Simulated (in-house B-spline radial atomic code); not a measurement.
Values are calculated unless marked as measured or tabulated.
What the choice of pseudopotential does to G0W0 on PBE: Ca²⁺

All numbers come from an all-electron radial atomic-structure program (B-spline basis), non-relativistic, configuration [Ne] 3s2 3p6, open shells at high spin. Semilocal Troullier-Martins pseudo-atoms, one channel per l, are made with PBE or LDA for several valence sets and radii, with or without a model core, and set against the all-electron atom. One channel fits only the lowest state of its l, so a second state of that l is approximate. All electrons give 3p: PBE -43.06 eV, G0W0 -50.83 eV. Potentials are made in the ion's own configuration unless the neutral atom is named, and a smooth local potential serves every l without a channel. Potentials that miss their own reference levels by more than 6 millihartree, or need radii over 3.5 bohr, are left out. Columns give pseudo minus all-electron, in eV; a dash marks a level in the core or of low weight.

```tsv
valence	made with	radii (bohr)	model core (bohr)	3p PBE	3p G0W0
3p	PBE, neutral atom	s 3.08 p 0.94 d 2.16	none	+0.23	+1.05
3p	PBE	s 3.33 p 1.21 d 2.76	none	0.00	+0.92
3p	PBE, neutral atom	s 3.40 p 1.36 d 3.12	none	+0.21	+1.21
3p	PBE, neutral atom	s 2.73 p 0.84 d 1.92	0.65	+0.18	+0.94
3p	PBE	s 2.61 p 0.94 d 2.16	0.66	0.00	+0.77
3p	PBE, neutral atom	s 3.40 p 1.21 d 2.76	0.65	+0.19	+1.11
3p	PBE	s 3.40 p 1.36 d 3.12	0.66	0.00	+0.99
3s 3p	PBE	s 0.81 p 0.84 d 1.92	none	0.00	-0.20
3s 3p	PBE, neutral atom	s 0.91 p 0.94 d 2.16	none	-0.06	-0.25
3s 3p	PBE	s 1.16 p 1.21 d 2.76	none	0.00	-0.11
3s 3p	PBE, neutral atom	s 1.31 p 1.36 d 3.12	none	-0.15	-0.20
3s 3p	PBE, neutral atom	s 0.81 p 0.84 d 1.92	0.62	-0.11	-0.31
3s 3p	PBE	s 0.91 p 0.94 d 2.16	0.62	0.00	-0.19
3s 3p	PBE, neutral atom	s 1.16 p 1.21 d 2.76	0.62	-0.07	-0.18
```

How does the G0W0 shift of 3p, which all sets hold, depend on the valence set?

Mean size: 3s 3p: 0.21 eV; 3p: 1.00 eV. The means mix radii and the functional used in making the potentials.
